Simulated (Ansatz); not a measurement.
Job for Ansatz (a program for electronic structure): U-B3LYP-D3(BJ)/def2-SVP on CH3 (SMILES [CH3]).

Ansatz 0.2 input:
```yaml
crystal:
  periodic: [false, false, false]
  atoms:
    - {symbol: C, position_ang: [0.00000000, 0.00000000, -0.00000000]}
    - {symbol: H, position_ang: [1.05710000, -0.14590000, 0.02900000]}
    - {symbol: H, position_ang: [-0.65410000, -0.84260000, -0.04210000]}
    - {symbol: H, position_ang: [-0.40300000, 0.98840000, 0.01310000]}
basis:
  gaussian:
    orbitals: def2-SVP
hamiltonian:
  xc: b3lyp
  dispersion: d3bj
magnetization: {spin_polarized: true, initial_magnetization: 1}
relax: {f_tol: 0.004, max_steps: 120}
```

Predict the final total energy.

-39.8108 hartree.
